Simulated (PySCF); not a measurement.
Species: CH6FSi3 (doublet state).
Cartesian coordinates in Å at the GFN2-xTB level; atoms count from 1:
```
atom  x, y, z in Å
F1     2.8452    0.1972   -0.4687
Si2    1.5160    0.4476    0.4462
Si3   -0.0831    1.4736   -0.8781
C4    -1.2692   -0.0241   -0.5122
Si5   -0.0807   -1.2519    0.3782
H6     2.2154    0.7432    1.7055
H7    -0.8022    2.7511   -0.6711
H8    -2.0929    0.2753    0.1370
H9    -1.7389   -0.4424   -1.4006
H10   -0.6389   -1.7044    1.6585
H11    0.1347   -2.4625   -0.4208
```

Identity: `F[Si@H]1[SiH]C[SiH2]1` [radical].

Method used: UKS B3LYP, pcH-1 on C F H Si, non-relativistic, mean-field spin-orbit, GIAO (PySCF). Isolated species at its GFN2-xTB geometry (one conformer only). The geometry wasn't refined by DFT: couplings that depend on bond lengths, twists or pyramidal angles can differ widely from those at the functional's own minimum, by a factor of two or more for some ions and for spin on atoms past the first row. The SCF solution wasn't tested for stability.

Q: Match the computed a_iso(29Si) values -384.6, -17.1, -12.8 MHz with the sites Si2; Si3; Si5.

A: 
```csv
site,a_iso (MHz),ρ(0) (bohr⁻³),position,distance from Si3 (Å),spin population,largest |T| (MHz)
Si2,-17.1,+0.0194,1 bond from Si3,2.32,+0.06,22.3
Si3,-384.6,+0.4338,largest spin population,0.00,+0.90,161.8
Si5,-12.8,+0.0145,2 bonds from Si3,3.00,+0.01,2.5
```

Q: Match the computed a_iso(1H) values +45.2, +34.0, +27.5, +21.5, +18.0, -2.8 MHz with the sites H6; H7; H8; H9; H10; H11.

A: 
```csv
site,a_iso (MHz),ρ(0) (bohr⁻³),position,distance from Si3 (Å),bound to,spin population there,largest |T| (MHz)
H6,+27.5,+0.0062,2 bonds from Si3,3.53,Si2,+0.06,3.0
H7,+21.5,+0.0048,1 bond from Si3,1.48,Si3,+0.90,9.0
H8,+45.2,+0.0101,2 bonds from Si3,2.55,C4,-0.01,3.8
H9,+34.0,+0.0076,2 bonds from Si3,2.59,C4,-0.01,7.0
H10,-2.8,-0.0006,3 bonds from Si3,4.10,Si5,+0.01,1.7
H11,+18.0,+0.0040,3 bonds from Si3,3.97,Si5,+0.01,1.9
```

ρ(0) is the spin density at the nucleus and T the dipolar tensor; a_iso includes a spin–orbit part. The largest Mulliken spin populations are on Si3 (+0.90) and Si2 (+0.06). Si3 is the only atom above +0.15. The angles at Si3 add up to 328.0°, so it is pyramidal.

On one thread, Arm Neoverse V2 (aarch64), shared host, this took 47 s wall (with the writing of density and orbital grids) and 0.79 GiB of memory at its peak.
